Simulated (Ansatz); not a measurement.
`C[C]1=[N][AlH]1` + `C=O` → `O=C[C]1=[N][AlH]1` + CH₄ at 400 K and 1 bar (formal exchange of groups at a C–C bond).

Isolated molecules relaxed with PBE0-D4/def2-TZVP in Ansatz; ΔE leaves out vibrations. CCSD(T)/CBS is the MP2 limit (def2-TZVPP, def2-QZVPP) plus CCSD(T) − MP2 in def2-TZVPP, frozen cores. This one scheme is used for every species. One conformer a species, not always the lowest.

| species | CCSD(T)/CBS energy (Eh) | H − E (kJ/mol) | S (J/(mol·K)) |
| --- | --- | --- | --- |
| `C[C]1=[N][AlH]1` | -375.16035 | 164.0 | 326.1 |
| `C=O` | -114.39408 | 83.9 | 229.4 |
| `O=C[C]1=[N][AlH]1` | -449.10152 | 117.1 | 344.9 |
| CH₄ | -40.46206 | 131.3 | 197.2 |

H − E and S are ideal-gas, rigid-rotor, harmonic terms from PBE0-D4/def2-TZVP, for one conformer and one mirror image of each species. 1 Eh = 2625.50 kJ/mol, R = 8.31446 J/(mol·K).

Question: By hand: ΔE, ΔH, ΔS and ΔG.

Answer: ΔE = (-449.10152) + (-40.46206) − (-375.16035) − (-114.39408) = -0.00915 Eh = -24.0 kJ/mol. Δ(H − E) = 117.1 + 131.3 − 164.0 − 83.9 = 0.5, so ΔH = -23.5 kJ/mol. ΔS = 344.9 + 197.2 − 326.1 − 229.4 = -13.4 J/(mol·K). ΔG = -23.5 − 400 × (-13.4)/1000 = -18.1 kJ/mol.

Question: By hand: the equilibrium constant, and the temperature at which ΔG would vanish if ΔH and ΔS stayed fixed.

Answer: log₁₀ K = −ΔG/(RT ln 10) = 2.4. ΔG = 0 at ΔH/ΔS = 1754 K, though so small a ΔS makes that figure unsure.

The number of gas molecules stays the same, so ΔS is small and ΔH decides. A doubt of 5 kJ/mol in ΔE shifts log₁₀ K by 0.7 here. Other conformers and mirror images would add mixing entropy, several J/(mol·K) or more a flexible species. These are equilibria of isolated gas molecules and say nothing of rates. Largest T1 diagnostic: 0.018 (customary marks: 0.02 for closed shells, 0.045 for open ones).
